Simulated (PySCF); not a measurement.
## Calculated data, CH$_{3}$ClGeSi, ClGeH$_{3}$NSi, ClGeH$_{3}$OSi

Calculation on a computer-drawn molecule: the log of a Hartree-Fock and frozen-core CCSD(T) single point meant for a local Hartree-Fock minimum, with one planted fault or none, to be diagnosed. Offsets are logged minus clean, where the clean run is the same molecule without the fault. The reference is restricted for singlets and unrestricted otherwise, and also for a bond in bohr or an excited solution. Adding or removing an electron swaps singlet and doublet. The excited solution moves the top pair (singlet) or top alpha electron (doublet) to the lowest empty orbital. Highest occupied and lowest empty are orbital energies over both spins, largest force is the largest gradient component, triples share is (T) over the correlation energy, the T1 limit is 0.02 restricted and 0.045 unrestricted, electrons count all cores, a negative frequency is imaginary (commonest isotopes), and the dipole is about the centre of nuclear charge; on germanium a core potential holds 10 electrons, which the energies leave out, and 3d is frozen in MP2 and coupled-cluster steps. Program: PySCF 2.14.0.

Common to all runs: meant multiplicity 1; meant basis cc-pV(D+d)Z; meant basis and core potential on germanium cc-pVDZ-PP ECP10MDF; logged basis functions 98; logged SCF converged yes; possible faults no fault, one electron removed, one electron added, multiplicity raised by two, geometry at a saddle point, SCF held on an excited solution, minimal basis STO-3G, one bond length entered in bohr, all coordinates scaled.

(1) 
```xyz
7
formula=CH3ClGeSi meant_charge=0 logged_electrons=72 logged_spin_squared=0 logged_highest_occupied=-5.386 logged_lowest_empty=-2.7768 logged_largest_force=0.07742 logged_CC_converged=no logged_dipole_magnitude=0.23031 logged_SCF_stable_within_its_kind=no logged_energy_HF=-1081.15636 planted_fault=SCF_held_on_an_excited_solution HF_energy_offset_from_clean_run=155.8
Cl    -3.8655    -0.6601     0.8683
Si    -1.9383    -0.9408     1.4664
C     -0.6349    -1.2315     0.4198
Ge    -0.7895    -1.3406    -1.5214
H     -1.8946    -0.8467     2.9288
H      0.3251    -1.3574     0.9176
H      0.7555    -1.6160    -1.7738
```

Units: logged_highest_occupied, logged_lowest_empty in eV; logged_largest_force in hartree/bohr; logged_dipole_magnitude in debye; logged_energy_HF in hartree; HF_energy_offset_from_clean_run in kcal/mol.

Drawn bonds:
| atom | other atom | order |
| --- | --- | --- |
| 1 | 2 | 1 |
| 2 | 3 | 2 |
| 3 | 4 | 1 |
| 2 | 5 | 1 |
| 3 | 6 | 1 |
| 4 | 7 | 1 |

Notes: CCSD not converged.

(2) 
```xyz
7
formula=CH3ClGeSi meant_charge=0 logged_electrons=72 logged_spin_squared=2.024 logged_highest_occupied=-6.0854 logged_lowest_empty=-0.79471 logged_largest_force=0.085628 logged_T1_diagnostic=0.023169 logged_D1_diagnostic=0.12175 logged_triples_share=0.030081 logged_CC_converged=yes logged_dipole_magnitude=2.3146 logged_SCF_stable_within_its_kind=yes logged_energy_HF=-1081.31973 logged_energy_CCSD(T)=-1081.79975 planted_fault=multiplicity_raised_by_two HF_energy_offset_from_clean_run=53.25 CCSD(T)_energy_offset_from_clean_run=70.67
Cl    -3.8655    -0.6601     0.8683
Si    -1.9383    -0.9408     1.4664
C     -0.6349    -1.2315     0.4198
Ge    -0.7895    -1.3406    -1.5214
H     -1.8946    -0.8467     2.9288
H      0.3251    -1.3574     0.9176
H      0.7555    -1.6160    -1.7738
```

Units: logged_highest_occupied, logged_lowest_empty in eV; logged_largest_force in hartree/bohr; logged_dipole_magnitude in debye; logged_energy_HF, logged_energy_CCSD(T) in hartree; HF_energy_offset_from_clean_run, CCSD(T)_energy_offset_from_clean_run in kcal/mol.

Drawn bonds:
| atom | other atom | order |
| --- | --- | --- |
| 1 | 2 | 1 |
| 2 | 3 | 2 |
| 3 | 4 | 1 |
| 2 | 5 | 1 |
| 3 | 6 | 1 |
| 4 | 7 | 1 |

(3) 
```xyz
7
formula=ClGeH3NSi meant_charge=1 logged_electrons=71 logged_spin_squared=0.7612 logged_highest_occupied=-22.557 logged_lowest_empty=-12.332 logged_largest_force=0.12961 logged_T1_diagnostic=0.0323 logged_D1_diagnostic=0.17904 logged_triples_share=0.030192 logged_CC_converged=yes logged_dipole_magnitude=3.922 logged_SCF_stable_within_its_kind=yes logged_energy_HF=-1097.28267 logged_energy_CCSD(T)=-1097.75664 planted_fault=one_electron_removed HF_energy_offset_from_clean_run=323.2 CCSD(T)_energy_offset_from_clean_run=351.1
Cl    -0.9588    -0.6030    -2.6737
Si     0.3412    -1.1738    -1.2861
N     -0.0879    -1.6345     0.1601
Ge    -0.6499    -2.1111     1.6853
H      1.7249    -1.1277    -1.7280
H     -0.7987    -1.0818     2.7786
H     -0.9723    -3.5632     1.9393
```

Units: logged_highest_occupied, logged_lowest_empty in eV; logged_largest_force in hartree/bohr; logged_dipole_magnitude in debye; logged_energy_HF, logged_energy_CCSD(T) in hartree; HF_energy_offset_from_clean_run, CCSD(T)_energy_offset_from_clean_run in kcal/mol.

Drawn bonds:
| atom | other atom | order |
| --- | --- | --- |
| 1 | 2 | 1 |
| 2 | 3 | 2 |
| 3 | 4 | 1 |
| 2 | 5 | 1 |
| 4 | 6 | 1 |
| 4 | 7 | 1 |

(4) 
```xyz
7
formula=ClGeH3NSi meant_charge=1 logged_electrons=72 logged_spin_squared=0 logged_highest_occupied=-16.27 logged_lowest_empty=-4.1264 logged_largest_force=2.628e-05 logged_lowest_frequency=71.69 logged_T1_diagnostic=0.018734 logged_D1_diagnostic=0.060372 logged_triples_share=0.03209 logged_CC_converged=yes logged_dipole_magnitude=3.0197 logged_SCF_stable_within_its_kind=yes logged_energy_HF=-1097.79766 logged_energy_CCSD(T)=-1098.3161 planted_fault=no_fault HF_energy_offset_from_clean_run=0 CCSD(T)_energy_offset_from_clean_run=0
Cl    -0.9588    -0.6030    -2.6737
Si     0.3412    -1.1738    -1.2861
N     -0.0879    -1.6345     0.1601
Ge    -0.6499    -2.1111     1.6853
H      1.7249    -1.1277    -1.7280
H     -0.7987    -1.0818     2.7786
H     -0.9723    -3.5632     1.9393
```

Units: logged_highest_occupied, logged_lowest_empty in eV; logged_largest_force in hartree/bohr; logged_lowest_frequency in cm⁻¹; logged_dipole_magnitude in debye; logged_energy_HF, logged_energy_CCSD(T) in hartree; HF_energy_offset_from_clean_run, CCSD(T)_energy_offset_from_clean_run in kcal/mol.

Drawn bonds:
| atom | other atom | order |
| --- | --- | --- |
| 1 | 2 | 1 |
| 2 | 3 | 2 |
| 3 | 4 | 1 |
| 2 | 5 | 1 |
| 4 | 6 | 1 |
| 4 | 7 | 1 |

(5) 
```xyz
7
formula=ClGeH3NSi meant_charge=1 logged_electrons=72 logged_spin_squared=2.0325 logged_highest_occupied=-11.639 logged_lowest_empty=-6.2206 logged_largest_force=0.14206 logged_T1_diagnostic=0.01804 logged_D1_diagnostic=0.062348 logged_triples_share=0.027721 logged_CC_converged=yes logged_dipole_magnitude=4.3093 logged_SCF_stable_within_its_kind=yes logged_energy_HF=-1097.67714 logged_energy_CCSD(T)=-1098.15874 planted_fault=multiplicity_raised_by_two HF_energy_offset_from_clean_run=75.63 CCSD(T)_energy_offset_from_clean_run=98.74
Cl    -0.9588    -0.6030    -2.6737
Si     0.3412    -1.1738    -1.2861
N     -0.0879    -1.6345     0.1601
Ge    -0.6499    -2.1111     1.6853
H      1.7249    -1.1277    -1.7280
H     -0.7987    -1.0818     2.7786
H     -0.9723    -3.5632     1.9393
```

Units: logged_highest_occupied, logged_lowest_empty in eV; logged_largest_force in hartree/bohr; logged_dipole_magnitude in debye; logged_energy_HF, logged_energy_CCSD(T) in hartree; HF_energy_offset_from_clean_run, CCSD(T)_energy_offset_from_clean_run in kcal/mol.

Drawn bonds:
| atom | other atom | order |
| --- | --- | --- |
| 1 | 2 | 1 |
| 2 | 3 | 2 |
| 3 | 4 | 1 |
| 2 | 5 | 1 |
| 4 | 6 | 1 |
| 4 | 7 | 1 |

(6) 
```xyz
7
formula=ClGeH3OSi meant_charge=0 logged_electrons=74 logged_spin_squared=2.0052 logged_highest_occupied=-7.4505 logged_lowest_empty=-0.3506 logged_largest_force=0.025699 logged_T1_diagnostic=0.016913 logged_D1_diagnostic=0.073841 logged_triples_share=0.024967 logged_CC_converged=yes logged_dipole_magnitude=1.9816 logged_SCF_stable_within_its_kind=yes logged_energy_HF=-1118.43506 logged_energy_CCSD(T)=-1118.96203 planted_fault=multiplicity_raised_by_two HF_energy_offset_from_clean_run=49.99 CCSD(T)_energy_offset_from_clean_run=68.52
Cl     0.8176    -1.7913    -0.9613
Si    -0.5006    -0.0965    -1.0556
O      0.2603     0.9570    -0.0985
Ge     1.6968     1.2495     0.9545
H      2.9407     1.1106     0.0868
H      1.5182     2.6709     1.4716
H      1.6598     0.2245     2.0803
```

Units: logged_highest_occupied, logged_lowest_empty in eV; logged_largest_force in hartree/bohr; logged_dipole_magnitude in debye; logged_energy_HF, logged_energy_CCSD(T) in hartree; HF_energy_offset_from_clean_run, CCSD(T)_energy_offset_from_clean_run in kcal/mol.

Drawn bonds:
| atom | other atom | order |
| --- | --- | --- |
| 1 | 2 | 1 |
| 2 | 3 | 1 |
| 3 | 4 | 1 |
| 4 | 5 | 1 |
| 4 | 6 | 1 |
| 4 | 7 | 1 |
